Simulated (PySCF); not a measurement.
# Chromium: highly charged ions in a basis for the neutral atom

Cr¹⁸⁺ [He] 2s2 2p2, Cr¹⁹⁺ [He] 2s2 2p1. Calculation: PySCF 2.14, in cc-pVTZ-DK (7s6p4d2f1g, 68 functions); scalar relativity by spin-free X2C-1e. No spin-orbit coupling, so a gap to NIST mixes the basis error with missing relativistic terms.

Changed run: basis of the neutral atom used for a highly charged ion. This setting is unsound on purpose.

```csv
species,method,sound run (hartree),changed run (hartree),converged
Cr¹⁸⁺,UHF,not run,-793.90538,yes
Cr¹⁸⁺,PBE0,not run,-793.94624,yes
Cr¹⁸⁺,r2SCAN,not run,-794.06028,yes
Cr¹⁹⁺,UHF,not run,-742.65201,yes
Cr¹⁹⁺,PBE0,not run,-742.68600,yes
Cr¹⁹⁺,r2SCAN,not run,-742.75050,yes
```

Ionisation energy of Cr¹⁸⁺:

```csv
method,changed run (eV),NIST (eV)
UHF,1394.7,1394.5 ± 0.7
PBE0,1394.9,1394.5 ± 0.7
r2SCAN,1396.2,1394.5 ± 0.7
```

The contracted functions were made for the neutral atom and can be too rigid for a highly charged ion.
